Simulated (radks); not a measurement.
Results of a calculation; reference values are marked as such.
Question: The praseodymium ion Pr12+, [Kr] 4d10 5s1. Code: a radial shooting solver on a logarithmic mesh with Libxc functionals. Model: non-relativistic Kohn-Sham, LDA (Slater exchange, Perdew-Wang correlation), spin-polarised, spherical densities, point nucleus. Every spin shell is full or empty, so the densities are truly spherical. Functionals are evaluated on that one density, not self-consistently. Rank these orbital-free kinetic functionals by their error against the exact value of the orbitals, and give that value: Thomas-Fermi, TF + vW, TF + vW/5, LC94, APBEK, revAPBEK, Perdew 92, Thakkar, Pearson, LKT, PG1, Ernzerhof.

Answer: Exact: 8874.90 hartree. From best to worst, with 100 (|E| - |E exact|)/|E exact| (equal figures are ties): LC94 +0.02, APBEK +0.07, revAPBEK +0.23, Ernzerhof -0.44, Thakkar -0.67, Perdew 92 -0.70, Pearson -0.93, TF + vW/5 +2.81, Thomas-Fermi -5.11, PG1 +14.20, LKT +18.11, TF + vW +34.48.
